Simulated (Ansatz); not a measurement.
Consider the ligand exchange at the Si–C bond: `N[SiH](F)CO` + H–F → `N[SiH](F)F` + CH₃OH.

Calculated with Ansatz (gas phase, PBE0-D4/def2-TZVP geometries, no zero-point term in ΔE). CCSD(T)/CBS is the MP2 limit (def2-TZVPP, def2-QZVPP) plus CCSD(T) − MP2 in def2-TZVPP, frozen cores. This one scheme is used for every species. DFT in def2-TZVPP. One conformer a species, not always the lowest.

`N[SiH](F)CO`:

Z-matrix (Å, degrees):
```
Si
F 1 1.607
C 1 1.878 2 108.1
N 1 1.692 2 114.4 3 -118.7
H 1 1.482 2 104.6 3 120.3
O 3 1.423 1 107.8 2 -84.1
H 3 1.098 1 109.7 2 37.7
H 3 1.099 1 108.8 2 154.8
H 4 1.005 1 123.4 2 -67.2
H 4 1.008 1 118.6 2 85.0
H 6 0.960 3 108.9 1 179.4
```

H–F:

```xyz
2

F    -0.320    0.161   -0.288
H     0.320   -0.161    0.288
```

`N[SiH](F)F`:

Z-matrix (Å, degrees):
```
Si
F 1 1.586
F 1 1.591 2 104.6
N 1 1.684 2 108.1 3 122.7
H 1 1.470 2 111.4 3 -115.3
H 4 1.006 1 121.4 2 160.3
H 4 1.007 1 122.6 2 -42.8
```

CH₃OH:

Z-matrix (Å, degrees):
```
C
O 1 1.409
H 1 1.097 2 112.4
H 1 1.090 2 107.0 3 -118.5
H 1 1.097 2 112.4 3 123.0
H 2 0.959 1 108.5 3 -61.6
```

| level | ΔE (eV) |
| --- | --- |
| BLYP-D4 | -1.68 |
| PBE0-D4 | -1.63 |
| ωB97X-V | -1.71 |
| revPBE | -1.67 |
| BLYP | -1.80 |
| CCSD/def2-SVP | -1.69 |
| CCSD/def2-TZVPP | -1.76 |
| HF/CBS(def2) | -2.04 |

What does CCSD(T)/CBS give? (Best estimate.)

Computed: -1.70 eV. The listed levels differ from it by 0.02, 0.07, -0.01, 0.03, -0.10, 0.01, -0.06, -0.34 eV.

What do rigid-rotor, harmonic-oscillator terms from PBE0-D4/def2-TZVP frequencies (298.15 K, 1 bar) make of the CCSD(T)/CBS value? (An estimate is asked.)

Computed: ΔZPE = +0.07 eV, ΔH = -1.66 eV, ΔS = 25 J/(mol·K), ΔG = -1.74 eV.

Largest T1 diagnostic among the species: 0.011.

From PBE to PBE0 (25 % exact exchange), in def2-TZVPP and without D4, ΔE moves by −0.04 eV. Leaving LDA and LC-ωPBE aside and taking each functional with its dispersion term where it has one, the values, not all of them listed here, spread over 0.28 eV, from B97M-V to revPBE-D4. LDA lies +0.06 eV from PBE without D4.
